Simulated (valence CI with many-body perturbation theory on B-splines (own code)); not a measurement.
The numbers below are computed, except where a source is named.
# Hyperfine factors and g values of Pd²²⁺

Method: valence CI with perturbative core correlation (CI+MBPT): six valence electrons over a frozen Dirac-Fock core [Ar], a basis of 7 s, 7 p, 8 d, 6 f, 4 g, 1 h functions for each j, with the one-electron correlation potential Σ1 (screened to all orders), the two-electron term Σ2, the three-electron term Σ3, Breit, model QED; selected single and double excitations, second order for the rest, scaled by the run's own slope (own B-spline code, finite nucleus).

No measured levels were compared; by estimate terms of the open shell hold to 2 to 4 % of their energy, and close levels can change places. Core correlation moves these levels by up to 10000 cm⁻¹, and in measured spectra 5 to 20 % of such shifts remained as error; rates that hang on mixing are uncertain with them. Among the levels kept, up to 910 cm⁻¹ of a level comes from second order outside the variational space, and about a tenth of that is noise between levels of different J, which matters for small intervals. Only levels of the ground parity were solved; by the run's estimate the other parity begins above the list, which can be wrong where configurations are misplaced.

A/g_I is the dipole constant over the nuclear g factor μ/I (μ in nuclear magnetons, uniformly magnetised nucleus), B/Q the quadrupole constant per barn. Both hold the static response of the core; the bare values leave it out. Large factors of s and p1/2 electrons are usually good to 5 to 10 %; those of open d and f shells near neutrality can be off by tens of per cent, and small factors of p3/2, d and f electrons come from cancelling terms and can be off by a factor of two or in sign, in half-filled shells by more. B is blank for J = 1/2, where it vanishes, and for nearly pure S terms. Energies count from the lowest level. Levels with J = 0 are left out.

Names give the largest LS component (configuration and term), which can be under half, so a name can repeat, a term be missing and a line seem to break the LS rules; names also repeat where a configuration has a term twice. Letters in brackets count levels of one name in rising energy.

| Level | E (cm⁻¹) | g | A/g_I (MHz) | A/g_I bare | B/Q (MHz/b) | B/Q bare |
| --- | --- | --- | --- | --- | --- | --- |
| 3d6 5D_4 | 0 | 1.450 | 4790 | 5220 | 12100 | 12300 |
| 3d6 5D_2 | 27101 | 1.455 | 4420 | 4850 | -2950 | -3010 |
| 3d6 5D_3 | 28978 | 1.472 | 3110 | 3560 | 2570 | 2630 |
| 3d6 5D_1 | 43238 | 1.472 | 3710 | 4160 | -4080 | -4170 |
| 3d6 3H_4 [a] | 74079 | 1.059 | 7120 | 7220 | 6810 | 6970 |
| 3d6 3H_6 | 90807 | 1.139 | 8300 | 8460 | -7750 | -7930 |
| 3d6 3H_5 | 91694 | 1.108 | 7730 | 7870 | 3420 | 3500 |
| 3d6 3P_2 [a] | 94041 | 1.424 | 2110 | 2520 | -3520 | -3590 |
| 3d6 3F_3 [a] | 108120 | 1.002 | 9500 | 9540 | 6160 | 6290 |
| 3d6 3F_2 [a] | 111270 | 0.795 | 11800 | 11600 | -3480 | -3560 |
| 3d6 3H_4 [b] | 125730 | 1.002 | 8460 | 8510 | -1310 | -1330 |
| 3d6 3G_5 | 140170 | 1.119 | 8460 | 8610 | -6390 | -6540 |
| 3d6 3G_4 | 141200 | 1.064 | 9580 | 9670 | -541 | -556 |
| 3d6 3D_1 | 141900 | 0.890 | 8620 | 8580 | 2350 | 2410 |
| 3d6 3D_2 | 145770 | 1.151 | 7650 | 7830 | 7060 | 7230 |
| 3d6 3F_3 [b] | 154100 | 1.102 | 7000 | 7130 | -7820 | -8010 |
| 3d6 3D_3 | 156570 | 1.072 | 9420 | 9530 | 2660 | 2730 |
| 3d6 1I_6 | 160100 | 1.021 | 9450 | 9510 | -11800 | -12100 |
| 3d6 3P_1 [a] | 169820 | 1.161 | 5640 | 5820 | 970 | 992 |
| 3d6 1F_3 | 186380 | 1.018 | 9630 | 9690 | -13000 | -13300 |
| 3d6 1G_4 [a] | 188220 | 1.019 | 9840 | 9900 | 3920 | 4030 |
| 3d6 1D_2 [a] | 194990 | 1.035 | 8880 | 8950 | -4340 | -4450 |
| 3d6 3P_1 [b] | 221590 | 1.466 | 2000 | 2440 | -1530 | -1570 |
| 3d6 3F_4 | 236180 | 1.202 | 7430 | 7650 | -16300 | -16700 |
| 3d6 3F_2 [b] | 240200 | 0.703 | 13600 | 13400 | -7980 | -8170 |
| 3d6 3P_2 [b] | 266940 | 1.414 | 5120 | 5510 | -10500 | -10700 |
| 3d6 3F_3 [c] | 267000 | 1.067 | 8750 | 8850 | -13900 | -14300 |
| 3d6 1G_4 [b] | 273390 | 1.033 | 8690 | 8760 | -7590 | -7760 |
| 3d6 1D_2 [b] | 341760 | 1.000 | 9680 | 9730 | 14800 | 15100 |

(1) Take the isotope of mass number 105, with I = 5/2, μ = -0.642 μN and Q = 0.66 b. What is the hyperfine structure of 3d6 3H_6?

Results:

(1) From the table A = -2130 MHz, B = -5120 MHz. Shifts from the centre of gravity in MHz: F = 7/2: 35200, F = 9/2: 27200, F = 11/2: 16800, F = 13/2: 3550, F = 15/2: -12900, F = 17/2: -33200.
